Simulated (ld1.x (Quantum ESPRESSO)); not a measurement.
What the settings do to the TM potential of Tc (Z = 43)

Base potential:

| Property | Result |
| --- | --- |
| Element | technetium |
| Generator | ld1.x (Quantum ESPRESSO) 7.5 |
| Type | norm-conserving Troullier–Martins (Kleinman–Bylander form) |
| Functional | PBEsol |
| Relativity | scalar-relativistic |
| Frozen core | [Ar] 3d10 |
| Valence charge | 15 |
| Reference configuration | 4s2 4p6 4d5 5s2 5p0 |
| Partial waves | 4s (bound): rc 1.35 bohr; 4d (bound): rc 2.05 bohr; 4f channel at -0.05 Ry: rc 2.15 bohr; 4p (bound): rc 1.35 bohr |
| Local potential | the p channel |
| Core correction | a·sin(br)/r model core inside 0.80 bohr |

Occupied shells without a wave of their own: 5s. They enter only through the test configuration that unscreens the potential, and ld1.x also counts them in the model core charge.

All-electron outer shells of the reference configuration (PBEsol, scalar-relativistic, ld1.x):

| shell | level (eV) | outermost node (bohr) | outermost maximum (bohr) |
| --- | --- | --- | --- |
| 3p | -415.70 | 0.16 | 0.36 |
| 3d | -249.88 | – | 0.31 |
| 4s | -73.32 | 0.50 | 0.95 |
| 4p | -45.30 | 0.51 | 1.03 |
| 4d | -6.67 | 0.50 | 1.27 |
| 5s | -5.08 | 1.28 | 2.72 |
| 5p | -1.38 | 1.45 | 3.63 |

Cutoffs, loose and tight: the cutoffs (Ry, on a coarse ladder) from which the occupation-weighted sum of valence levels, in a spherical-Bessel basis at the reference potential, stays within 10 and 1 mRy of its value at 400 Ry. They do not see the model core or the augmentation charge, which bear on the density cutoff. Test errors are all-electron minus pseudo excitation energies from the reference, over the configurations 4s2 4p6 4d5 5s1 5p0; 4s2 4p6 4d5 5s0 5p0; 4s2 4p6 4d4 5s0 5p0; 4s2 4p6 4d5 5s0 5p2; 4s2 4p6 4d5 5s1 5p1; 4s2 4p6 4d4 5s2 5p0; 4s2 4p6 4d5 5s1.5 5p0. A dash means not determined; rows that change the core or the reference have their own tests.

With those shells counted twice in exchange and correlation these files are broken, and their errors move erratically; no question is asked of them.

```csv
change,outcome,"cutoff, loose","cutoff, tight",bound ghosts,largest test error (meV)
base,generated,90 Ry,140 Ry,none,-1520
wave 4f channel at -0.05 Ry: rc 2.15 bohr becomes 4f channel at -0.05 Ry: rc 2.42 bohr,generated,90 Ry,140 Ry,none,-1520
wave 4p (bound): rc 1.35 bohr becomes 4p (bound): rc 1.16 bohr,generated,110 Ry,160 Ry,none,-1453
reference 4s2 4p6 4d6 5s1 5p0,generated,90 Ry,140 Ry,none,-988
wave 4s (bound): rc 1.35 bohr becomes 4s (bound): rc 1.66 bohr,"generated, misses its reference levels by 0.50 eV",70 Ry,120 Ry,none,-3322
wave 4d (bound): rc 2.05 bohr becomes 4d (bound): rc 2.64 bohr,generated,90 Ry,140 Ry,none,-1519
local potential the s channel,"generated, misses its reference levels by 0.27 eV",90 Ry,140 Ry,none,-2204
```
